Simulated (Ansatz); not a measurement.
Relaxation of CH$_{8}$GaN (11 atoms, charge 0, multiplicity 1), to a largest force component of 0.03 eV/Å in at most 50 steps.

The calculation used RKS PBE0/def2-SVP (Ansatz).

```xyz
11
Properties=species:S:1:pos:R:3
Ga 0.006 0.553 -0.528
N -0.048 0.134 2.558
H -0.855 0.040 3.174
H 0.791 0.068 3.135
H 1.313 -0.164 -1.030
C -1.773 -0.006 -1.169
H -1.990 -1.046 -0.878
H -2.578 0.642 -0.789
H -1.793 0.028 -2.271
H 0.116 1.805 0.423
H -0.069 1.086 2.141
```

**Question.** Where does it end, and by what steps?

**Answer.** The run converged. The force dipped under the threshold on the way, but the program's further checks kept it going. After 24 steps the energy has fallen by 0.847 eV; H3 moved furthest, 1.26 Å. Joined: Ga1–N2 (3.11 → 2.16 Å).

```tsv
step	energy less start (eV)	largest force component (eV/Å)	accepted
0	0.0000	0.715	yes
1	-0.1347	1.428	yes
2	-0.3138	2.015	yes
3	-0.6103	0.363	yes
4	-0.7658	0.248	yes
5	-0.8108	0.110	yes
6	-0.8142	0.449	yes
7	-0.8299	0.097	yes
8	-0.8333	0.064	yes
9	-0.8322	0.306	no
10	-0.8353	0.031	yes
11	-0.8362	0.278	yes
12	-0.8393	0.101	yes
13	-0.8425	0.015	yes
14	-0.8412	0.281	no
15	-0.8436	0.089	yes
16	-0.8429	0.268	no
17	-0.8404	0.208	no
18	-0.8446	0.026	yes
19	-0.8456	0.038	yes
20	-0.8457	0.149	yes
21	-0.8467	0.039	yes
22	-0.8467	0.093	yes
23	-0.8471	0.027	yes
24	-0.8472	0.011	yes
```

```xyz
11
Properties=species:S:1:pos:R:3
Ga 0.101 0.543 -0.153
N -0.160 0.291 1.981
H -0.448 -0.661 2.212
H 0.713 0.479 2.474
H 1.262 -0.522 -0.353
C -1.724 0.071 -0.792
H -2.004 -0.964 -0.535
H -2.498 0.748 -0.394
H -1.767 0.149 -1.891
H 0.512 2.077 -0.134
H -0.867 0.927 2.349
```

Run time: 100 s on 2 threads of Arm Neoverse N1, with other jobs on the host, peak memory 0.21 GiB.
